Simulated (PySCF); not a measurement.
**Iridium: a sound run and one with changed settings**

Sound run: Ir²⁺ [Xe] 4f14 5d7, Ir³⁺ [Xe] 4f14 5d6. Calculation: PySCF 2.14, in def2-TZVP with the def2 core potential (60 electrons) (6s4p3d1f, 40 functions); scalar relativity through the core potential. In the sound run the correlated levels freeze 5s2 5p6 outside the core potential. The sound run starts from symmetry-adapted Hartree-Fock orbitals and uses a fine grid where one is needed.

Changed run: initial guess minao, at most 50 SCF cycles.

```csv
species,method,sound run (hartree),changed run (hartree),converged
Ir²⁺,UHF,-102.58478,-102.54077,yes
Ir²⁺,MN15,-103.08029,-103.07300,yes
Ir²⁺,r2SCAN,-103.29728,-103.29728,yes
Ir²⁺,MP2,-102.68363,-102.64606,yes
Ir³⁺,UHF,-101.57417,-101.57417,yes
Ir³⁺,MN15,-102.00705,-102.00705,yes
Ir³⁺,r2SCAN,-102.23057,-102.23057,yes
Ir³⁺,MP2,-101.63597,-101.63597,yes
```

Ionisation energy of Ir²⁺:

| method | sound run (eV) | changed run (eV) |
| --- | --- | --- |
| UHF | 27.500 | 26.303 |
| MN15 | 29.205 | 29.006 |
| r2SCAN | 29.026 | 29.026 |
| MP2 | 28.508 | 27.486 |
| SCS-MP2 | 28.576 | 27.490 |

The plain start fixes occupations by D2h representation alone, and Ir²⁺ at UHF, Ir²⁺ at MN15 landed in another state (other ⟨L²⟩ or ⟨S²⟩). 

For comparison, NIST gives 28 ± 1.6 eV between the lowest levels.
